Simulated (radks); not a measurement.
Pd2+, configuration [Kr] 4d8. Method: scalar-relativistic Kohn-Sham, PBEsol, spin-unpolarised, spherical densities, point nucleus; hard spherical wall at 15 bohr; computed with a radial shooting solver on a logarithmic mesh with Libxc functionals.

Unscreened Slater integrals over Kohn-Sham orbitals (cm^-1). Empty in this configuration: 5s.

integral,value
"F0(4d,4d)",145250
"F2(4d,4d)",72091
"F4(4d,4d)",46987
"F0(4d,4p)",163830
"F2(4d,4p)",80174
"G1(4d,4p)",100580
"G3(4d,4p)",61322
"F0(4d,4s)",169070
"G2(4d,4s)",73448
"F0(4d,3d)",197850
"F2(4d,3d)",37211
"F4(4d,3d)",16208
"G0(4d,3d)",11654
"G2(4d,3d)",13404
"G4(4d,3d)",10171
"F0(4d,5s)",92158
"G2(4d,5s)",16414
"F0(4p,4p)",191200
"F2(4p,4p)",100170
"F0(4p,4s)",199600
"G1(4p,4s)",135320
"F0(4p,3d)",248110
"F2(4p,3d)",58371
"G1(4p,3d)",18501
"G3(4p,3d)",18022
"F0(4p,5s)",95780
"G1(4p,5s)",6587.7
"F0(4s,4s)",209350
"F0(4s,3d)",267190
"G2(4s,3d)",21698
"F0(4s,5s)",96683
"G0(4s,5s)",4323.0
"F0(3d,3d)",557990
"F2(3d,3d)",277200
"F4(3d,3d)",176650
"F0(3d,5s)",102760
"G2(3d,5s)",2286.4
"F0(5s,5s)",76474

Derived for the open shells (J is the average intra-shell exchange parameter used in DFT+U). 4d: Racah B = F2/49 - 5 F4/441 = 938.5 cm^-1, C = 35 F4/441 = 3729 cm^-1, C/B = 3.97, F4/F2 = 0.652, J = (F2 + F4)/14 = 8506 cm^-1.
